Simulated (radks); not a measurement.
Species: neutral europium. Configuration: [Xe] 4f7 6s1 7p1 (not the ground configuration).

Calculated with a radial shooting solver on a logarithmic mesh with Libxc functionals: Dirac Kohn-Sham, PBE, spin-unpolarised, spherical densities, point nucleus; open shells fill j = l - 1/2 first.

Energy parts (eV):
part                      energy
total                 -295299.72
kinetic                321138.29
electron-nucleus      -724495.88
Hartree                114673.57
exchange-correlation    -6615.70

Orbitals (lengths in bohr, moments of r in powers of bohr):
orbital  occ.  eigenvalue (eV)      <r^2>      <r^4>
1s1/2       2        -48325.29  0.0006791  1.225e-06
2s1/2       2        -7934.343    0.01062  0.0001954
2p1/2       2        -7526.907   0.007724  0.0001212
2p3/2       4        -6878.843   0.008963  0.0001578
3s1/2       2        -1748.461    0.07106   0.007643
3p1/2       2        -1572.635    0.06632   0.006976
3p3/2       4        -1440.529    0.07345   0.008498
3d3/2       4        -1136.541    0.05886   0.006203
3d5/2       6        -1107.799    0.06086   0.006594
4s1/2       2        -349.8783     0.3619     0.1907
4p1/2       2        -281.9871     0.3820     0.2186
4p3/2       4        -252.8596     0.4214     0.2662
4d3/2       4        -141.1834     0.4884     0.3901
4d5/2       6        -135.9604     0.5042     0.4161
5s1/2       2         -48.3054      2.151      6.901
5p1/2       2         -30.1579      2.770      12.02
5p3/2       4         -26.3644      3.132      15.45
4f5/2       6          -6.5974      1.280      5.823
6s1/2       1          -6.1766      17.20      452.5
4f7/2       1          -5.9836      1.345      6.656
7p1/2       1          -0.9312      179.5      43560
7p3/2       0          -0.8825      187.8      47730

The highest occupied level is 7p1/2 at -0.931 eV. The density falls to 0.001 e/bohr^3 at r = 4.58 bohr.
